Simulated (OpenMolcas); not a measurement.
# Si²⁺: effect of the IPEA shift

```yaml
Program: OpenMolcas 26.06
Basis: ANO-RCC-VQZP [6s5p3d2f1g]
Scalar_Hamiltonian: DKH2, point nucleus
Active_space: 2 electrons in 4 orbitals (3s 3p)
State_averaging: 2S+1 = 3 even, 3 roots; 2S+1 = 1 even, 7 roots; 2S+1 = 3 odd, 3 roots; 2S+1 = 1 odd, 3 roots
Spin-orbit_coupling: RASSI with atomic mean-field integrals over the reference wave functions, term energies averaged over their components
```

Methods on the same reference wave functions:
A. CASSCF
B. MS-CASPT2, IPEA 0 Eh, imaginary shift 0.1 Eh (closed shells correlated: 2s 2p)
C. MS-CASPT2, IPEA 0.25 Eh, imaginary shift 0.1 Eh (closed shells correlated: 2s 2p)

Energies in cm-1 above 3s2 1S0, the measured ground level; measured values from NIST levels in Kelleher and Podobedova, J. Phys. Chem. Ref. Data 37, 1285 (2008).

```csv
Level,A,B,C,Measured
3s2 1S0,0.0,0.0,0.0,0.0
3s 3p 3P* 0,51613,52070,52170,52725
3s 3p 3P* 1,51722,52180,52280,52853
3s 3p 3P* 2,51941,52400,52500,53115
3s 3p 1P* 1,92594,83810,84730,82884
3p2 3P0,129413,129390,129670,129708
3p2 3P1,129522,129500,129780,129842
3p2 3P2 [67 %],129732,129730,129890,130101
3p2 1D2 [67 %],140633,127320,130210,122215
3p2 1S0,165158,152800,153750,153444
```

Deviations, from unrounded energies. A percentage is the sum of absolute deviations over the sum of measured energies, with the sign that they share, or ± where signs differ.

```json
{"Against measurement": "mean absolute deviation (cm-1)", "Levels": "9", "A": "4900", "B": "1100", "C": "1400"}
{"Against measurement": "other configurations (%)", "Levels": "9", "A": "±4.9", "B": "±1.1", "C": "±1.3"}
```

B lies closest to measurement on these levels and A furthest from it. The largest miss of B in the table is 3p2 1D2 [67 %], by +5100 cm-1. The ranking rests on the paired levels alone, and a cruder setting can come out closer through cancelling errors.

Between B and C the level of the table that moves most is 3p2 1D2 [67 %], by 2900 cm-1 (lowest in B, highest in C). Moves below CASPT2's spread within the term are not significant.

The lowest spin-free term lies below A's lowest term by 0.060 hartree in B, 0.060 hartree in C.

Term energies are means over components that CASPT2 splits; among the terms shown or strongly mixed into the levels shown the widest spread is 13 cm-1 (3p2 1D, B). Over all roots computed the reference weight is 0.88 to 0.99 in B, 0.92 to 0.99 in C; the roots of lowest weight are the least certain, and an intruder state may touch them. The ¹D term of p² mixes with s d, which this space lacks. Some levels mix across a computed gap that differs much from the measured one, so their mixing is not that of the real levels (holds for C). Computed and measured levels are paired by configuration, term and J; levels that our copy of the source lacks, or whose pairing is in doubt (as where it misses far off the trend of its configuration), stay unpaired and out of the deviations. Levels of configurations outside the active space are missing.

A share in square brackets marks a mixed level and gives the weight of the term that names it, the lowest over the columns. * marks odd parity.
